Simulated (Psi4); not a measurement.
Relaxed torsion scan: C6H16Ge, SMILES CC(C)(C)C[CH2][GeH3], singlet. Scanned: dihedral C2–C5–C6–Ge7; all other coordinates were relaxed at GFN2-xTB. Points at φ and −φ are mirror images.

Geometry of the scan point at -120° (Å):
```
23

C     -1.1503    -1.4862     0.4950
C     -1.0094    -0.0041     0.1435
C     -1.7373     0.8241     1.2084
C     -1.6503     0.2784    -1.2173
C      0.4719     0.4108     0.1502
C      1.3700    -0.3182    -0.8610
Ge     2.8347    -1.3092     0.0116
H     -0.6963    -1.6890     1.4633
H     -2.2007    -1.7655     0.5433
H     -0.6677    -2.1190    -0.2462
H     -1.3080     0.6476     2.1923
H     -2.7914     0.5579     1.2433
H     -1.6612     1.8868     0.9879
H     -1.5471     1.3304    -1.4751
H     -2.7104     0.0354    -1.1904
H     -1.1907    -0.3122    -2.0057
H      0.8527     0.2480     1.1643
H      0.5234     1.4863    -0.0340
H      0.7938    -1.0184    -1.4641
H      1.7993     0.3953    -1.5663
H      3.6714    -0.4009     0.8572
H      2.3039    -2.3670     0.9271
H      3.7474    -1.9778    -0.9704
```

Method: PBE-D3(BJ)/def2-SVP // GFN2-xTB run with Psi4 1.11.

Scanned values (°): -150, -120, -90, -60, -30, 0, 30, 60, 90, 120, 150, 180.

Task: Describe the profile: where are the wells and the tops?

Result: Lower than their neighbours: -60° (7.2 kJ/mol), 60° (7.2 kJ/mol), 180° (0.0 kJ/mol). Higher than their neighbours: -120° (10.1 kJ/mol), 0° (30.1 kJ/mol), 120° (10.1 kJ/mol). The whole profile spans 30.1 kJ/mol.
